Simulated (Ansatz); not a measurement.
`C#[C][Hf]([Cl])([Cl])[C]#C` + H–F → `C#[C][Hf]([F])([Cl])[Cl]` + acetylene  (ligand exchange at the Hf–C bond)

Computed with Ansatz on PBE0-D4/def2-TZVP structures; ΔE is electronic, products minus reactants. CCSD(T)/CBS adds triple-zeta CCSD(T) − MP2 to the extrapolated MP2 energy (def2 sets, frozen cores). This one scheme is used for every species. Functionals use def2-TZVPP. B3LYP here is the variant with VWN-RPA as its local correlation; programs differ in this. HSE06 is defined as in plane-wave codes. Elements past krypton have def2 core potentials. For Hf outer-core shells are correlated without core-valence functions, which leaves a few kJ/mol of doubt a bond.

`C#[C][Hf]([Cl])([Cl])[C]#C`:

Cartesian coordinates in Å:
```
C 2.465 1.216 0.887
C 1.391 0.646 0.867
Hf -0.514 -0.363 0.804
Cl -2.071 0.869 2.015
Cl -0.268 -2.517 1.644
C -1.143 -0.471 -1.256
C -1.484 -0.524 -2.421
H 3.407 1.716 0.903
H -1.783 -0.571 -3.445
```

H–F:

Z-matrix (Å, degrees):
```
F
H 1 0.920
```

`C#[C][Hf]([F])([Cl])[Cl]`:

Cartesian coordinates in Å:
```
C -0.467 -2.173 0.310
C -0.203 -0.997 0.161
Hf 0.274 1.091 -0.091
F 1.329 1.621 1.377
Cl -1.708 2.312 -0.129
Cl 1.474 1.351 -2.069
H -0.700 -3.206 0.440
```

`C#C`:

Cartesian coordinates in Å:
```
C -0.339 -0.470 -0.151
C 0.339 0.470 0.151
H -0.941 -1.306 -0.419
H 0.941 1.306 0.419
```

| level | ΔE (kcal/mol) | difference from CCSD(T)/CBS |
| --- | --- | --- |
| revPBE-D4 | -35.7 | -0.9 |
| BLYP-D4 | -37.5 | -2.7 |
| r2SCAN-D4 | -37.6 | -2.8 |
| PBE0-D4 | -35.7 | -0.9 |
| r2SCANh-D4 | -37.2 | -2.4 |
| r2SCAN0-D4 | -36.7 | -1.9 |
| HSE06-D4 | -35.5 | -0.7 |
| BHLYP-D4 | -37.1 | -2.3 |
| CAM-B3LYP-D4 | -39.6 | -4.8 |
| ωB97X-V | -39.1 | -4.3 |
| ωB97M-V | -38.0 | -3.2 |
| B2PLYP | -37.1 | -2.3 |
| PBE-QIDH | -35.2 | -0.4 |
| PBE | -37.3 | -2.5 |
| revPBE | -37.1 | -2.3 |
| BLYP | -39.2 | -4.4 |
| r2SCAN | -38.0 | -3.2 |
| PBE0 | -36.7 | -1.9 |
| B3LYP | -38.7 | -3.9 |
| r2SCANh | -37.6 | -2.8 |
| r2SCAN0 | -37.2 | -2.4 |
| HSE06 | -36.4 | -1.6 |
| BHLYP | -38.7 | -3.9 |
| CAM-B3LYP | -40.6 | -5.8 |
| LC-ωPBE | -41.1 | -6.3 |
| RPA@PBE/def2-TZVPP | -33.3 | 1.5 |
| HF/def2-SVP | -40.6 | -5.8 |
| MP2/def2-SVP | -38.8 | -4.0 |
| CCSD/def2-SVP | -40.4 | -5.6 |
| CCSD(T)/def2-SVP | -39.6 | -4.8 |
| HF/def2-TZVPP | -38.4 | -3.6 |
| SCS-MP2/def2-TZVPP | -34.1 | 0.7 |
| CCSD/def2-TZVPP | -35.2 | -0.4 |
| CCSD(T)/def2-TZVPP | -34.3 | 0.5 |
| HF/def2-QZVPP | -38.6 | -3.8 |
| MP2/def2-QZVPP | -33.2 | 1.6 |
| SCS-MP2/def2-QZVPP | -34.5 | 0.3 |
| HF/CBS(def2) | -38.6 | -3.8 |
| MP2/CBS(def2) | -33.3 | 1.5 |
| CCSD/CBS(def2) | -35.7 | -0.9 |
| CCSD(T)/CBS | -34.8 | 0 |

Largest T1 diagnostic among the species: 0.015.

From r2SCAN to r2SCAN0 (25 % exact exchange), in def2-TZVPP and without D4, ΔE moves by +0.8 kcal/mol. In def2-TZVPP, CCSD(T) changes the Hartree–Fock value by +4.1 kcal/mol (the triples alone add +0.9 kcal/mol) and MP2 by +5.5 kcal/mol. The D4 term adds +1.5 kcal/mol with B3LYP and +0.9 kcal/mol with PBE0; it sums over pairs of atoms, weighted by their polarisabilities, and B3LYP, whose exchange is more repulsive, gets the larger term.

CCSD(T)/CBS has its own doubt, a few kJ/mol and more with outer-core shells, so smaller differences from it don't rank the levels.
